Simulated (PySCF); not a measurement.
Cd(Et)(OSiH3) (C₂H₈CdOSi), SMILES C[CH2][Cd][O][SiH3].

Coordinates come from a PBE0-D3(BJ)/def2-SVP optimisation. The def2 effective core potentials stand for the cores of Cd; spin–orbit coupling is left out. One conformer was computed; it need not be the lowest.

Calculation: PBE0-D3(BJ)/def2-SVP (PySCF 2.14.0).

Frequencies are harmonic and unscaled.

A small imaginary wavenumber (i) marks a very flat motion, where grid noise or a shallow saddle decides the sign.

| mode | ν (cm⁻¹) | IR (km/mol) | moving atoms (share of kinetic energy) |
|---|---|---|---|
| 1 | 11i | 0.7 | H 58 %, C 19 %, O 18 % |
| 2 | 33 | 0.3 | H 69 %, O 12 %, C 9 % |
| 3 | 47 | 0.2 | Si 30 %, C 28 %, H 22 %, Cd 14 % |
| 4 | 107 | 4.4 | O 43 %, Cd 20 %, H 14 %, C 11 %, Si 11 % |
| 5 | 117 | 5.5 | O 37 %, H 24 %, Cd 22 %, C 12 % |
| 6 | 234 | 5.3 | C 61 %, H 21 %, Cd 12 % |
| 7 | 247 | 1.7 | H 86 %, C 11 % |
| 8 | 415 | 21.0 | O 40 %, Si 23 %, C 16 %, H 13 %, Cd 9 % |
| 9 | 516 | 21.7 | C 53 %, Cd 20 %, H 19 % |
| 10 | 649 | 24.2 | H 82 %, C 17 % |
| 11 | 733 | 64.2 | H 83 %, Si 10 % |
| 12 | 737 | 58.1 | H 80 %, Si 10 %, O 9 % |
| 13 | 947 | 0.2 | H 91 %, C 8 % |
| 14 | 948 | 89.2 | H 96 % |
| 15 | 954 | 84.9 | H 96 % |
| 16 | 972 | 7.0 | H 83 %, C 17 % |
| 17 | 1012 | 42.5 | H 78 %, O 22 % |
| 18 | 1016 | 880.4 | O 53 %, Si 31 %, H 16 % |
| 19 | 1058 | 5.9 | C 73 %, H 27 % |
| 20 | 1200 | 16.2 | H 66 %, C 33 % |
| 21 | 1245 | 3.7 | H 77 %, C 23 % |
| 22 | 1394 | 4.4 | H 82 %, C 18 % |
| 23 | 1440 | 0.8 | H 89 %, C 11 % |
| 24 | 1472 | 2.0 | H 97 % |
| 25 | 1476 | 9.2 | H 97 % |
| 26 | 2168 | 214.1 | H 96 % |
| 27 | 2179 | 152.2 | H 97 % |
| 28 | 2212 | 189.4 | H 97 % |
| 29 | 3040 | 38.6 | H 97 % |
| 30 | 3075 | 9.2 | H 95 % |
| 31 | 3122 | 16.8 | H 91 %, C 9 % |
| 32 | 3128 | 0.0 | H 91 %, C 9 % |
| 33 | 3148 | 20.1 | H 91 %, C 9 % |
